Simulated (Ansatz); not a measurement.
Reaction (substitution at a C–O bond): `C=C=C(Cl)O[SiH3]` + H–F → `C=C=C(F)Cl` + `O[SiH3]`

Isolated molecules relaxed with PBE0-D4/def2-TZVP in Ansatz; ΔE leaves out vibrations. CCSD(T)/CBS is the MP2 limit (def2-TZVPP, def2-QZVPP) plus CCSD(T) − MP2 in def2-TZVPP, frozen cores. This one scheme is used for every species. Functionals use def2-TZVPP. Each species was taken in one conformer, which may not be the lowest.

`C=C=C(Cl)O[SiH3]`:

```xyz
11

C    -1.865    0.228   -2.075
C    -1.153   -0.057   -1.027
C    -0.459   -0.352    0.034
Cl   -0.427   -1.996    0.619
O     0.237    0.530    0.762
Si    1.697    0.265    1.526
H    -1.449    0.170   -3.078
H    -2.903    0.539   -1.988
H     2.640   -0.417    0.606
H     2.168    1.626    1.860
H     1.514   -0.536    2.759
```

H–F:

Z-matrix (Å, degrees):
```
F
H 1 0.920
```

`C=C=C(F)Cl`:

```xyz
7

C     0.104   -0.381    1.320
C     0.053   -0.040    0.068
C    -0.016    0.307   -1.179
F     0.974    0.108   -2.046
Cl   -1.372    1.065   -1.895
H     0.481    0.301    2.078
H    -0.225   -1.361    1.654
```

`O[SiH3]`:

Z-matrix (Å, degrees):
```
Si
O 1 1.648
H 1 1.489 2 111.7
H 1 1.489 2 111.7 3 120.9
H 1 1.481 2 105.9 3 -119.6
H 2 0.957 1 117.9 3 -60.5
```

```csv
level,ΔE (eV)
CAM-B3LYP-D4,0.13
revPBE,0.03
r2SCAN,0.10
HF/def2-SVP,0.11
HF/def2-TZVPP,0.04
CCSD(T)/def2-TZVPP,0.20
MP2/CBS(def2),0.32
CCSD/CBS(def2),0.21
```

Question: What does CCSD(T)/CBS give? (An estimate is asked.)

Answer: Ansatz gave: +0.24 eV. The listed levels differ from it by -0.11, -0.21, -0.14, -0.13, -0.20, -0.04, 0.08, -0.03 eV.

Largest T1 diagnostic among the species: 0.013.

In def2-TZVPP, CCSD(T) changes the Hartree–Fock value by +0.16 eV (the triples alone add +0.03 eV) and MP2 by +0.24 eV. From BLYP to BHLYP (50 % exact exchange), in def2-TZVPP and without D4, ΔE moves by +0.07 eV.
